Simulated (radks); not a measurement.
Results of a calculation; reference values are marked as such.
Task: The phosphorus anion P3-, [Ar], held by a Watson sphere: a shell of charge +3 at radius R that stands for the Madelung well of a crystal (potential energy -3/R inside, -3/r outside, in hartree with lengths in bohr). Code: a radial shooting solver on a logarithmic mesh with Libxc functionals. Model: scalar-relativistic Kohn-Sham, r2SCAN, spin-polarised, spherical densities, finite nucleus; meta-GGA in the generalised Kohn-Sham scheme; Fermi nuclear charge, rms radius of each element as measured or else 0.836 A^(1/3) + 0.57 fm.

| R (bohr) | e(2p) (eV) | e(3s) (eV) | e(3p) (eV) | <r> 3p (bohr) | sum of <r^2> (bohr^2) | X-ray form factor at sin(theta)/lambda = 0.3 1/angstrom |
|---|---|---|---|---|---|---|
| 1.99 | -123.43 | -17.488 | -8.496 | 2.226 | 45.50 | 8.484 |
| 2.02 | -123.38 | -17.367 | -8.433 | 2.238 | 45.95 | 8.477 |
| 2.06 | -123.32 | -17.207 | -8.348 | 2.255 | 46.55 | 8.468 |
| 2.22 | -123.18 | -16.585 | -7.999 | 2.320 | 49.01 | 8.445 |
| 3.64 | -123.10 | -12.592 | -5.111 | 2.874 | 72.53 | 8.522 |
| 3.78 | -123.06 | -12.337 | -4.884 | 2.926 | 75.00 | 8.531 |
| 3.95 | -123.01 | -12.056 | -4.624 | 2.988 | 78.05 | 8.540 |
| 4.22 | -122.93 | -11.665 | -4.247 | 3.086 | 83.02 | 8.550 |

Estimate the row for R = 3.24 bohr.

Result: e(2p) (eV) -123.16; e(3s) (eV) -13.442; e(3p) (eV) -5.827; <r> 3p (bohr) 2.723; sum of <r^2> (bohr^2) 65.64; X-ray form factor at sin(theta)/lambda = 0.3 1/angstrom 8.490.
